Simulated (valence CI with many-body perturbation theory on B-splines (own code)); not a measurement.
**Ho¹⁸⁺: electric-dipole lines**

Method: relativistic CI+MBPT: three valence electrons over a frozen Dirac-Fock core [Kr] 4d10, radial functions for each j: 7 s, 7 p, 7 d, 7 f, 4 g, 2 h, with the one-electron correlation potential Σ1 (screened to all orders), the two-electron term Σ2, the three-electron term Σ3, Breit, model QED; selected single and double excitations, second order for the rest, scaled by the run's own slope (own B-spline code, finite nucleus).

No measured spectrum was set against this ion. As an estimate, terms of the open shell hold to a few per cent of their energy, and close levels can change places. Excitations out of the core, of the other parity, are not computed and may begin above about 129 eV (a cautious bound); beyond it only levels of the ground parity were kept, without lifetimes.

Lines 1 to 50 of 581 in falling wavelength, among levels below 128.80 eV, chosen from the strongest by gf and those to the six lowest levels. Wavelengths and rates use the calculated energies, so an error of 2000 cm⁻¹ moves a line at 70.73 nm by 1.4 % and its rate by three times that or more. Electric multipoles are in the length gauge, E1 and E2 with the static RPA response of the core. Weak lines are less certain than strong ones. Lines between different terms over intervals too small for the method are left out, as are lines whose strength nearly cancels. Where a level lies close to another of its J and parity, the split of strength between their lines is uncertain. The highest levels of a list are the least certain. Branching is blank where the lifetime is uncertain.

Levels are named by their leading jj configuration (3d3/2^4 stands for four electrons in 3d with j = 3/2), which in mixed levels can hold well under half, so a name can repeat and another be missing. Letters in brackets count levels of one name in rising energy.

| λ vac (nm) | Upper | Lower | A (s⁻¹) | log gf | Branch % |
| --- | --- | --- | --- | --- | --- |
| 70.73 | (4f5/2 5p1/2^2) J=5/2 | (4f5/2 5s 5p3/2) J=5/2 [b] | 2.58e+07 | -1.94 |  |
| 48.64 | (4f5/2^2 5p1/2) J=3/2 | (4f5/2 4f7/2 5s) J=1/2 | 6.35e+07 | -2.05 | 0.8 |
| 48.62 | (4f5/2 4f7/2 5p1/2) J=5/2 [a] | (4f7/2^2 5s) J=3/2 | 5.20e+07 | -1.96 | 0.6 |
| 45.16 | (4f5/2 4f7/2 5p1/2) J=5/2 [a] | (4f5/2 4f7/2 5s) J=3/2 [b] | 4.59e+07 | -2.07 | 0.5 |
| 44.99 | (4f7/2^2 5p1/2) J=13/2 | (4f5/2 4f7/2 5s) J=13/2 | 3.51e+07 | -1.83 | 0.4 |
| 44.50 | (4f5/2 5s 5p1/2) J=5/2 [a] | (4f5/2 5s^2) J=5/2 | 7.91e+07 | -1.85 | 68.1 |
| 44.20 | (4f5/2^2 5p1/2) J=9/2 | (4f5/2 4f7/2 5s) J=7/2 [b] | 4.23e+07 | -1.91 | 0.5 |
| 43.86 | (4f5/2 4f7/2 5p1/2) J=7/2 [a] | (4f5/2 4f7/2 5s) J=5/2 [b] | 5.88e+07 | -1.87 | 0.7 |
| 43.78 | (4f7/2^2 5p1/2) J=7/2 | (4f7/2^2 5s) J=5/2 | 7.52e+07 | -1.76 | 0.9 |
| 43.78 | (4f7/2 5s 5p1/2) J=7/2 [a] | (4f7/2 5s^2) J=7/2 | 1.54e+08 | -1.45 | 15.1 |
| 43.64 | (4f5/2 4f7/2 5p1/2) J=5/2 [a] | (4f5/2 4f7/2 5s) J=3/2 [a] | 6.12e+07 | -1.98 | 0.7 |
| 43.49 | (4f5/2 4f7/2 5p1/2) J=5/2 [b] | (4f7/2^2 5s) J=3/2 | 7.71e+07 | -1.88 | 0.9 |
| 43.46 | (4f5/2 5s 5p1/2) J=5/2 [b] | (4f7/2 5s^2) J=7/2 | 1.30e+08 | -1.66 | 5.9 |
| 43.29 | (4f5/2^2 5p1/2) J=9/2 | (4f5/2 4f7/2 5s) J=9/2 [b] | 4.21e+07 | -1.93 | 0.5 |
| 43.06 | (4f5/2^2 5p1/2) J=7/2 | (4f5/2 4f7/2 5s) J=5/2 [a] | 4.09e+07 | -2.04 | 0.5 |
| 42.45 | (4f5/2 4f7/2 5p1/2) J=3/2 [a] | (4f5/2 4f7/2 5s) J=1/2 | 2.04e+08 | -1.66 | 2.4 |
| 42.34 | (4f5/2 4f7/2 5p1/2) J=5/2 [a] | (4f7/2^2 5s) J=7/2 | 2.80e+08 | -1.34 | 3.3 |
| 42.33 | (4f5/2^2 5p1/2) J=9/2 | (4f5/2 4f7/2 5s) J=9/2 [a] | 5.67e+08 | -0.82 | 7.0 |
| 42.32 | (4f5/2 4f7/2 5p1/2) J=1/2 | (4f7/2^2 5s) J=3/2 | 8.20e+08 | -1.36 | 10.0 |
| 42.23 | (4f5/2 5s 5p1/2) J=7/2 | (4f5/2 5s^2) J=5/2 | 8.46e+08 | -0.74 | 88.9 |
| 42.11 | (4f5/2 4f7/2 5p1/2) J=11/2 [a] | (4f7/2^2 5s) J=11/2 | 1.75e+08 | -1.25 | 2.1 |
| 42.10 | (4f5/2 4f7/2 5p1/2) J=9/2 [b] | (4f7/2^2 5s) J=7/2 | 2.12e+08 | -1.25 | 2.5 |
| 42.02 | (4f5/2^2 5p1/2) J=7/2 | (4f5/2 4f7/2 5s) J=9/2 [b] | 1.10e+08 | -1.63 | 1.3 |
| 42.01 | (4f5/2 4f7/2 5p1/2) J=9/2 [a] | (4f7/2^2 5s) J=11/2 | 3.02e+08 | -1.10 | 3.6 |
| 41.89 | (4f5/2 5s 5p1/2) J=3/2 | (4f5/2 5s^2) J=5/2 | 1.33e+09 | -0.86 | 90.0 |
| 41.82 | (4f5/2^2 5s) J=7/2 | (4f5/2^2 4f7/2) J=9/2 | 8.97e+02 | -6.73 | 2.2 |
| 41.76 | (4f5/2 4f7/2 5p1/2) J=7/2 [a] | (4f7/2^2 5s) J=9/2 | 7.37e+07 | -1.81 | 0.9 |
| 41.75 | (4f5/2^2 5p1/2) J=5/2 | (4f5/2 4f7/2 5s) J=5/2 [a] | 4.22e+08 | -1.18 | 5.0 |
| 41.73 | (4f7/2 5s 5p1/2) J=9/2 | (4f7/2 5s^2) J=7/2 | 1.50e+09 | -0.41 | 89.2 |
| 41.52 | (4f5/2 4f7/2 5p1/2) J=7/2 [b] | (4f7/2^2 5s) J=7/2 | 1.41e+08 | -1.53 | 1.6 |
| 41.51 | (4f5/2^2 5p1/2) J=1/2 | (4f5/2 4f7/2 5s) J=1/2 | 1.27e+09 | -1.18 | 14.8 |
| 41.43 | (4f5/2 4f7/2 5p1/2) J=9/2 [a] | (4f5/2 4f7/2 5s) J=7/2 [b] | 3.51e+08 | -1.04 | 4.1 |
| 41.40 | (4f7/2 5s 5p1/2) J=7/2 [a] | (4f5/2 5s^2) J=5/2 | 7.63e+08 | -0.80 | 74.8 |
| 41.21 | (4f7/2 5s 5p1/2) J=5/2 | (4f7/2 5s^2) J=7/2 | 1.34e+09 | -0.69 | 68.8 |
| 41.19 | (4f5/2^2 5p1/2) J=3/2 | (4f5/2 4f7/2 5s) J=5/2 [a] | 1.48e+09 | -0.82 | 17.7 |
| 41.18 | (4f7/2^2 5p1/2) J=11/2 | (4f7/2^2 5s) J=9/2 | 3.10e+07 | -2.02 | 0.4 |
| 41.17 | (4f5/2 4f7/2 5p1/2) J=1/2 | (4f5/2 4f7/2 5s) J=1/2 | 1.04e+09 | -1.28 | 12.7 |
| 41.15 | (4f5/2^2 5s) J=9/2 | (4f5/2^2 4f7/2) J=9/2 | 2.01e+03 | -6.29 | 4.0 |
| 41.15 | (4f5/2 4f7/2 5p1/2) J=9/2 [b] | (4f7/2^2 5s) J=9/2 | 6.95e+07 | -1.75 | 0.8 |
| 41.11 | (4f5/2^2 5p1/2) J=7/2 | (4f5/2 4f7/2 5s) J=9/2 [a] | 5.68e+08 | -0.94 | 6.5 |
| 41.11 | (4f5/2 5s 5p1/2) J=5/2 [b] | (4f5/2 5s^2) J=5/2 | 1.82e+09 | -0.56 | 83.0 |
| 40.72 | (4f5/2 4f7/2 5p1/2) J=11/2 [a] | (4f5/2 4f7/2 5s) J=9/2 [b] | 2.65e+08 | -1.10 | 3.1 |
| 40.69 | (4f7/2^2 5p1/2) J=1/2 | (4f7/2^2 5s) J=1/2 | 4.76e+09 | -0.63 | 36.1 |
| 40.45 | (4f5/2 4f7/2 5p1/2) J=7/2 [a] | (4f5/2 4f7/2 5s) J=5/2 [a] | 1.83e+09 | -0.44 | 21.9 |
| 40.42 | (4f5/2^2 5p1/2) J=5/2 | (4f5/2 4f7/2 5s) J=7/2 [a] | 6.51e+07 | -2.02 | 0.8 |
| 40.42 | (4f7/2 5s 5p1/2) J=7/2 [b] | (4f7/2 5s^2) J=7/2 | 2.31e+09 | -0.34 | 86.5 |
| 40.38 | (4f5/2 4f7/2 5p1/2) J=11/2 [a] | (4f7/2^2 5s) J=13/2 | 6.26e+07 | -1.74 | 0.7 |
| 40.36 | (4f5/2 4f7/2 5p1/2) J=3/2 [b] | (4f5/2 4f7/2 5s) J=1/2 | 1.92e+09 | -0.73 | 21.6 |
| 40.36 | (4f7/2^2 5p1/2) J=3/2 | (4f7/2^2 5s) J=3/2 | 8.75e+08 | -1.07 | 10.1 |
| 40.31 | (4f7/2^2 5p1/2) J=5/2 | (4f7/2^2 5s) J=3/2 | 3.68e+09 | -0.27 | 42.3 |
